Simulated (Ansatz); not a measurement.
Job for Ansatz (a quantum-chemistry and plane-wave program): U-CCSD(T)/def2-SVP on CdH3N (SMILES [NH2][CdH]), a point of a bond scan (R = 0.811 Å). Elements past Kr take the def2 small-core potentials; no spin–orbit coupling.

Ansatz 0.2 input:
```yaml
crystal:
  periodic: [false, false, false]
  atoms:
    - {symbol: Cd, position_ang: [-0.19315055, -0.04077904, -0.22746535]}
    - {symbol: H, position_ang: [-1.20927786, -0.23635281, -1.52039316]}
    - {symbol: N, position_ang: [1.16167798, 0.26842501, 1.25041043]}
    - {symbol: H, position_ang: [1.43158867, -0.40674245, 1.60897621]}
    - {symbol: H, position_ang: [0.84969212, 0.89030603, 1.98723929]}
basis:
  gaussian:
    orbitals: def2-SVP
correlation: {method: ccsd_t, electrons: outside_noble_gas}
scf: {omitted_lower_state_checks: [cluster_reference]}
magnetization: {spin_polarized: true, initial_magnetization: 0}
```

It printed:

```
WARN ansatz: RAYON_NUM_THREADS=1 ignored (pool sized by the plan → 1); use --threads N
Functional definition: HF
these checks for a lower state are left out or cut short: cluster_reference
integrals: 0.05 GiB planned
624 factors; integrals over basis functions are off by at most 8.7e-4 eV
mean field: 0.16 GiB planned
mean field evaluation 1: about -6061.4084 eV, gradient 2.7e1 eV
mean field evaluation 2: about -6061.6234 eV, gradient 2.7e1 eV
mean field evaluation 4: about -6065.1448 eV, gradient 1.7e0 eV
mean field evaluation 8: about -6065.1802 eV, gradient 1.1e-1 eV
mean field -6065.18026132 eV, -222.8912634765 hartree, gradient 1.5e-6 eV, S^2 0.000000; 0 other end points of the search recorded, 0 dependent functions left out
5 core orbitals not correlated
reference -6065.18026132 eV, -222.8912634765 hartree; 10, 10 occupied and 45, 45 virtual orbitals, 624 factors
second order -12.76776213 eV of doubles, -0.00000000 eV of singles
coupled cluster: 0.21 GiB planned
cycle   1  -12.59196183 eV  change    1.8e-1 eV  update   8.2e-2
cycle   2  -12.83101026 eV  change   -2.4e-1 eV  update   2.6e-2
cycle   3  -12.90499629 eV  change   -7.4e-2 eV  update   1.7e-2
cycle   4  -12.90040464 eV  change    4.6e-3 eV  update   5.2e-3
cycle   5  -12.89643362 eV  change    4.0e-3 eV  update   2.3e-3
cycle   6  -12.89694777 eV  change   -5.1e-4 eV  update   7.3e-4
cycle   7  -12.89690397 eV  change    4.4e-5 eV  update   3.0e-4
cycle   8  -12.89687170 eV  change    3.2e-5 eV  update   1.1e-4
cycle   9  -12.89689996 eV  change   -2.8e-5 eV  update   4.4e-5
cycle  10  -12.89689258 eV  change    7.4e-6 eV  update   1.3e-5
perturbative correction -0.28941675 eV, -0.0106358695 hartree
Total energy: -6078.36657065 eV, -223.3758514065 hartree
Checks for a lower state left out: cluster_reference
```

Self-consistency was reached.

Cost: very roughly 7 core-seconds.
